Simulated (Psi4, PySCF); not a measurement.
C2H6AlF (SMILES [CH3][Al]([CH3])[F]), singlet, geometry from GFN2-xTB (such geometries of metal compounds can be far from the true shape), atoms displaced at random by about 0.08 Å a coordinate. Base run: B3LYP/6-31G, gradient run with PySCF.

The PySCF input:
```python
from pyscf import gto, scf, dft

mol = gto.Mole()
mol.atom = '''
    Al   -0.002429   -0.001082    0.042685
    C     1.738034   -0.181013   -0.770697
    H     2.097673   -1.258985   -0.527649
    H     2.636523    0.413693   -0.327707
    H     1.779242    0.019682   -1.699990
    C    -0.772906   -0.573636    1.783651
    H    -1.366000   -1.344128    1.779721
    H    -1.199335    0.312737    2.199220
    H     0.028559   -0.871002    2.381664
    F    -0.979551    0.750182   -0.971802
'''
mol.basis = '6-31g'
mol.charge = 0
mol.spin = 0
mol.verbose = 4
mol.build()

mf = dft.RKS(mol)
mf.xc = 'b3lyp'
mf.kernel()
g = mf.nuc_grad_method()
grad = g.kernel()
```

Programs used: Psi4, PySCF; a row that names a program was run with it.

The coordinate followed is z of atom 4.

The base run was repeated with changes; each row names its change, and settings that it needs were set with it.

```csv
change,dE/dx (Eh/bohr),net force (Eh/bohr)
base,0.005054,0.000184
finite difference step (bohr) = 1e-5; conv_tol = 1e-11,0.005057,-
finite difference step (bohr) = 0.05; conv_tol = 1e-11,0.005060,-
grids.level = 1; grid_response = off,0.005049,0.000189
grids.level = 1; grid_response = on,0.005052,0.000000
code = psi4,0.005056,0.000132
conv_tol = 1e-6,0.005054,0.000184
grids.level = 5; grid_response = on,0.005054,0.000000
finite difference step (bohr) = 0.2; conv_tol = 1e-11,0.005112,-
density fitting = on,0.005055,0.000184
conv_tol = 1e-4,0.005042,0.000184
finite difference step (bohr) = 1e-3; conv_tol = 1e-11,0.005057,-
```

The net force is zero for an exact gradient.
